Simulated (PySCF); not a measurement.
## Finite-field polarisability of K (potassium, neutral)

[Ar] 4s1, 2S determinant. Computed with PySCF 2.14 in aug-cc-pwCVTZ-X2C (9s8p6d3f, 84 functions), with the spin-free X2C one-electron Hamiltonian (Gaussian nucleus). Frozen: [Ne]. Energy changes in a uniform field (μhartree):

```tsv
axis	F (au)	HF	MP2	CCSD	CCSD(T)
x	0.0007	-100.029	-66.272	-74.407	-71.812
x	0.0014	-400.348	-265.924	-298.014	-287.675
```

Derive α along x at CCSD(T) from the two fields.

With ΔE = −αF²/2 − γF⁴/24, α = −(16 ΔE(F) − ΔE(2F))/(6F²) = 293.0 bohr³.

And the mean polarisability at each level?

HF 408.2, MP2 270.2, CCSD 303.6, CCSD(T) 293.0 bohr³. Reference: 289.7 ± 0.3 bohr³ (recommended; Schwerdtfeger and Nagle, table of static dipole polarizabilities (2023 update)).
